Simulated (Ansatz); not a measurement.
`C#CC1CC1` and `C[SiH2]C1CC1` differ in one atom or group.

Ansatz, PBE0-D4/def2-TZVP geometries, multiplicity 1. Each molecule was computed in one conformer, which needn't be the lowest.

| property | `C#CC1CC1` |
| --- | --- |
| HOMO energy (B3LYP/def2-TZVPP) / eV | -6.97 |
| HOMO–LUMO gap (PBE0/def2-TZVPP) / eV | 8.09 |
| HOMO energy (ωB97M-V/def2-TZVPP) / eV | -9.40 |
| LUMO energy (B3LYP/def2-TZVPP) / eV | 0.62 |
| HOMO energy (PBE0/def2-TZVPP) / eV | -7.20 |
| LUMO energy (PBE/def2-TZVPP) / eV | -0.07 |

What does the change do to each property? (An estimate is asked.)

Ansatz gave: 
| property | `C[SiH2]C1CC1` | shift |
| --- | --- | --- |
| HOMO energy (B3LYP/def2-TZVPP) / eV | -7.87 | -0.90 |
| HOMO–LUMO gap (PBE0/def2-TZVPP) / eV | 9.07 | 0.98 |
| HOMO energy (ωB97M-V/def2-TZVPP) / eV | -10.34 | -0.94 |
| LUMO energy (B3LYP/def2-TZVPP) / eV | 0.70 | 0.08 |
| HOMO energy (PBE0/def2-TZVPP) / eV | -8.09 | -0.89 |
| LUMO energy (PBE/def2-TZVPP) / eV | 0.20 | 0.27 |

With PBE0 the HOMO falls by 0.89 eV and the LUMO rises by 0.08 eV, so the gap widens by about 0.97 eV. PBE moves the HOMO by -0.81 eV and ωB97M-V by -0.94 eV.

B3LYP here is the variant with VWN-RPA as its local correlation; programs differ in this.
